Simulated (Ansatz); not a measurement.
A geometry relaxed with B3LYP-D3(BJ)/def2-TZVP (Ansatz, a first-principles code), charge 0, multiplicity 1:

```xyz
6

I      2.1603    -0.7923     0.5082
H     -1.0171    -1.0320     0.5768
H      0.7399     1.1836    -0.6709
C      0.4751     0.2754    -0.1493
H     -1.5897     0.4848    -0.3170
C     -0.7685    -0.1195     0.0523
```

**Question.** Write the SMILES of this molecule.

**Answer.** `C=CI`
